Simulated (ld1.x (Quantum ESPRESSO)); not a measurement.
**Which change was made? (Cl, PAW)**

| Quantity | Value |
| --- | --- |
| Element | Cl (Z = 17) |
| Generator | ld1.x (Quantum ESPRESSO) 7.5 |
| Type | PAW |
| Functional | PW91 |
| Relativity | scalar-relativistic |
| Frozen core | [He] |
| Valence charge | 15 |
| Reference configuration | 2s2 2p6 3s2 3p4 (charge +1) |
| Partial waves | 2s (bound): rcut 0.65, rcutus 0.70 bohr; 3s (bound): rcut 0.65, rcutus 0.70 bohr; 2p (bound): rcut 0.60, rcutus 0.70 bohr; 3p (bound): rcut 0.60, rcutus 0.70 bohr |
| Local potential | all-electron potential smoothed inside 0.60 bohr (lloc = -1) |
| Core correction | Bessel-smoothed model core inside 0.70 bohr |
| Augmentation charge | BESSEL, radius 0.55 bohr |

Cutoffs, loose and tight: the cutoffs (Ry, on a coarse ladder) from which the occupation-weighted sum of valence levels, in a spherical-Bessel basis at the reference potential, stays within 10 and 1 mRy of its value at 400 Ry. They do not see the model core or the augmentation charge, which bear on the density cutoff. Test errors are all-electron minus pseudo excitation energies from the reference, over the configurations 2s2 2p6 3s2 3p5; 2s2 2p6 3s2 3p3; 2s2 2p6 3s2 3p2; 2s2 2p6 3s1 3p6; 2s2 2p6 3s2 3p5.3; 2s2 2p6 3s1 3p5; 2s1 2p6 3s2 3p5; variants that change the core or the reference have their own tests. The largest error is taken over the tests solved by every variant that gives reliable tests at all, those not shown here included: 2s2 2p6 3s1 3p5; 2s2 2p6 3s1 3p6; 2s2 2p6 3s2 3p2; 2s2 2p6 3s2 3p3; 2s2 2p6 3s2 3p5; 2s2 2p6 3s2 3p5.3.

The base gives: outcome: generated; cutoff, loose: 300 Ry; cutoff, tight: over 300 Ry; bound ghosts: none; largest test error (meV): -0.4.

Task: After one change the result is: outcome: generated; cutoff, loose: over 300 Ry; cutoff, tight: over 300 Ry; bound ghosts: none; largest test error (meV): -1.4. Which change was it?
A. waves 2p (bound): rcut 0.60, rcutus 0.98 bohr; 3p (bound): rcut 0.60, rcutus 0.98 bohr
B. waves 2p (bound): rcut 0.50, rcutus 0.52 bohr; 3p (bound): rcut 0.50, rcutus 0.52 bohr
C. waves 2p (bound): rcut 0.60, rcutus 0.74 bohr; 3p (bound): rcut 0.60, rcutus 0.74 bohr

Result: B. The others give: waves 2p (bound): rcut 0.60, rcutus 0.98 bohr; 3p (bound): rcut 0.60, rcutus 0.98 bohr → outcome: generated, misses its reference levels by 49.33 eV; bound ghosts: not determined; largest test error (meV): 7 of 7 tests not solved or not reliable (4 of them converged, to errors over 20 eV) | waves 2p (bound): rcut 0.60, rcutus 0.74 bohr; 3p (bound): rcut 0.60, rcutus 0.74 bohr → outcome: generated; cutoff, loose: 300 Ry; cutoff, tight: over 300 Ry; bound ghosts: none; largest test error (meV): -0.5.
